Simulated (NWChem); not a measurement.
System: C$_{3}$H$_{2}$F$_{3}$, doublet; SMILES C(=C\F)/[C](F)F

```xyz
8

F     -0.1721    -2.6552     0.0000
C      0.3540    -1.4168     0.0000
C     -0.4950    -0.3226     0.0000
C     -0.0712     0.9788     0.0000
F     -0.8832     2.0264     0.0000
F      1.2078     1.3401     0.0000
H      1.4363    -1.3939     0.0000
H     -1.5667    -0.4899     0.0000
```
Atoms are numbered in this order, from 1.

Program: NWChem. Spin-unrestricted. In the optimisation the excess spin sits in a" (Cs, its own frame). Geometry: optimised at B3LYP/6-31G* (spherical d), spin-unrestricted. No stability test was run on the SCF state. Level: M06-2X/def2-SVP with COSMO at NWChem's default radii, gas-phase geometry; the question gives the dielectric constant. Reactions with the solvent are ignored.

**Question.** What does the run give for dielectric constant 37.5? Quantities: electrostatic solvation energy (kcal/mol); dipole in solution (D).

**Answer.** 
| Quantity | Result |
|---|---|
| electrostatic solvation energy (kcal/mol) | -2.5 |
| dipole in solution (D) | 0.10 |
